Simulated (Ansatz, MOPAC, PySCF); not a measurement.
Dimer: H2S (SMILES S) (first 3 atoms) with CH3I (SMILES CI); geometry from B3LYP-D3(BJ)/def2-TZVP.
(charge 0, multiplicity 1):
| atom | x (Å) | y (Å) | z (Å) |
|---|---|---|---|
| S | -0.1442 | -0.4662 | -0.6813 |
| H | -0.5490 | -1.7403 | -0.8064 |
| H | -0.8993 | -0.2756 | 0.4160 |
| C | 1.1349 | -1.1941 | 2.9410 |
| I | -0.9352 | -0.8057 | 3.4116 |
| H | 1.3573 | -2.1995 | 3.2791 |
| H | 1.2359 | -1.0970 | 1.8654 |
| H | 1.7265 | -0.4560 | 3.4699 |

Interaction energies are E(AB) − E(A) − E(B) at the monomers' geometry in the complex; basis-set methods are counterpoise corrected.

Cores are frozen in the correlated methods. Filled d and f shells under p-block atoms count as core. The state that PM6 reach isn't checked.

Run with Ansatz (a first-principles code); MOPAC for PM6 (differences of heats of formation); PySCF for the dispersion terms.  In def2 rows elements past Kr take small-core potentials, without spin–orbit coupling.

Question: One of these levels gives -1.82 kcal/mol for the interaction energy. Which one is it?
(A) PBE-D3(BJ)/def2-TZVPPD
(B) PM6
(C) PBE/def2-TZVPPD
(D) SCS-MP2/def2-TZVPPD

Answer: C, PBE/def2-TZVPPD. The others give -2.39 (PM6), -3.16 (PBE-D3(BJ)/def2-TZVPPD), -1.51 (SCS-MP2/def2-TZVPPD)
